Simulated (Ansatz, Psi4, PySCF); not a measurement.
Lewis adduct: C3H9Ga (SMILES [CH3][Ga]([CH3])[CH3]) (first 13 atoms) with C2H6S (SMILES CSC); geometry from B3LYP-D3(BJ)/def2-TZVP.
(charge 0, multiplicity 1):
```csv
atom,x (Å),y (Å),z (Å)
C,-1.5103,0.3300,0.5318
Ga,0.3100,-0.2675,1.1328
C,1.8191,1.0387,0.9665
C,0.7047,-2.2305,1.0905
H,-1.5457,0.3011,-0.5609
H,-1.7380,1.3558,0.8295
H,-2.3096,-0.3209,0.8925
H,2.1788,1.0606,-0.0656
H,2.6638,0.7635,1.6011
H,1.5117,2.0550,1.2226
H,0.9532,-2.5371,0.0711
H,1.5559,-2.4857,1.7249
H,-0.1530,-2.8281,1.4071
C,-0.6155,1.6247,3.8813
S,0.0068,-0.0658,3.7113
C,-1.5136,-1.0085,3.9822
H,-0.9563,1.7979,4.9007
H,0.2161,2.2901,3.6585
H,-1.4217,1.8043,3.1728
H,-1.8664,-0.8658,5.0023
H,-1.2660,-2.0567,3.8270
H,-2.2776,-0.7082,3.2679
```

Monomers are frozen at their geometry in the pair; levels with a basis set take the counterpoise correction. Rows marked so take none.

Cores are frozen in the correlated methods. Filled d and f shells under p-block atoms count as core. Rows in 6-31G* carry no dispersion term and start afresh at each structure (6-31G* with six Cartesian d functions); the Pople sets are all-electron and without relativity. MP2/6-31G* freezes PySCF's default core, which leaves 3d correlated.

The values were computed with Ansatz (Gaussian basis) for Hartree–Fock, density functionals and correlated methods; Psi4 for SAPT; PySCF for 6-31G* rows, the dispersion terms. Values without a source in brackets are computed.

```json
[
 {"level": "HF/6-31G* (no counterpoise)", "interaction energy (kcal/mol)": "-8.11"},
 {"level": "SVWN5/def2-TZVPPD", "interaction energy (kcal/mol)": "-22.46"},
 {"level": "PBE-D3(BJ)/def2-TZVPPD", "interaction energy (kcal/mol)": "-17.66"},
 {"level": "r2SCAN/def2-TZVPPD", "interaction energy (kcal/mol)": "-17.13"},
 {"level": "BHLYP/def2-TZVPPD", "interaction energy (kcal/mol)": "-11.84"},
 {"level": "MP2/6-31G*", "interaction energy (kcal/mol)": "-11.91"},
 {"level": "MP2/def2-SVPD", "interaction energy (kcal/mol)": "-15.23"},
 {"level": "CCSD/def2-SVPD", "interaction energy (kcal/mol)": "-13.18"},
 {"level": "SAPT0/aug-cc-pVDZ", "interaction energy (kcal/mol)": "…"}
]
```

Question: Fill in the missing entries.

Answer: 
- SAPT0/aug-cc-pVDZ, interaction energy (kcal/mol): -20.17

Ansatz is a first-principles code.
